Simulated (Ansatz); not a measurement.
`B[CH2][AlH][CH3]` → `[BH2]`• + `[CH2][AlH][CH3]`• at 600 K and 1 bar (homolysis of the B–C bond).

Isolated molecules relaxed with PBE0-D4/def2-TZVP in Ansatz; ΔE leaves out vibrations. CBS: MP2 limit from def2 TZ/QZ plus the TZ coupled-cluster correction, frozen cores. This one scheme is used for every species. No spin–orbit coupling; open shells (•) take unrestricted orbitals. One conformer a species, not always the lowest.

```csv
species,CCSD(T)/CBS energy (Eh),H − E (kJ/mol),S (J/(mol·K))
`B[CH2][AlH][CH3]`,-347.72427,300.8,460.2
`[BH2]`•,-25.87431,59.1,219.9
`[CH2][AlH][CH3]`•,-321.66884,222.6,400.0
```

H − E and S are ideal-gas, rigid-rotor, harmonic terms from PBE0-D4/def2-TZVP, for one conformer and one mirror image of each species, with the whole ground term of open shells counted as degenerate. 1 Eh = 2625.50 kJ/mol, R = 8.31446 J/(mol·K).

Question: By hand: ΔE, ΔH, ΔS and ΔG.

Answer: ΔE = (-25.87431) + (-321.66884) − (-347.72427) = 0.18112 Eh = 475.5 kJ/mol. Δ(H − E) = 59.1 + 222.6 − 300.8 = -19.1, so ΔH = 456.4 kJ/mol. ΔS = 219.9 + 400.0 − 460.2 = 159.7 J/(mol·K). ΔG = 456.4 − 600 × (159.7)/1000 = 360.6 kJ/mol.

Question: By hand: the equilibrium constant, and the temperature at which ΔG would vanish if ΔH and ΔS stayed fixed.

Answer: log₁₀ K = −ΔG/(RT ln 10) = -31.4. ΔG = 0 at ΔH/ΔS = 2858 K, far beyond where these terms or the molecules hold.

The number of gas molecules changes by +1, which sets the sign of ΔS. A doubt of 5 kJ/mol in ΔE shifts log₁₀ K by 0.4 here. Other conformers and mirror images would add mixing entropy, several J/(mol·K) or more a flexible species. Modes under 60 cm⁻¹, often nearly free rotors, make the harmonic entropy too high. These are equilibria of isolated gas molecules and say nothing of rates. Largest T1 diagnostic: 0.011 (customary marks: 0.02 for closed shells, 0.045 for open ones).
